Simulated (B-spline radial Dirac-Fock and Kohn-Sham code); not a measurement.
## Photoionisation of zinc ions at Ag Kα (22162.9 eV)

Level of theory: independent-particle photoionisation in a Dirac-Hartree-Slater potential with a Latter tail, all multipoles, thresholds from Dirac-Fock ΔSCF; an atomic code on a B-spline grid. Cross sections in kb; a dash marks an empty subshell or a threshold above the photon energy.

| ion | configuration | total | 2s | 3s | 3p1/2 | 3d3/2 | 3d5/2 |
| --- | --- | --- | --- | --- | --- | --- | --- |
| Zn | [Ar] 3d10 4s2 | 2.993 | 0.213 | 0.0312 | 0.00392 | 7.61e-05 | 0.000105 |
| Zn⁵⁺ | [Ar] 3d7 | 2.994 | 0.214 | 0.0330 | 0.00424 | 6.98e-05 | 9.70e-05 |
| Zn²³⁺ | [He] 2s2 2p3 | 2.965 | 0.240 | – | – | – | – |
| Zn²⁵⁺ | [He] 2s2 2p1 | 2.961 | 0.251 | – | – | – | – |

Values without a named source are computed, but for edge energies of neutral atoms, which are taken from tables.
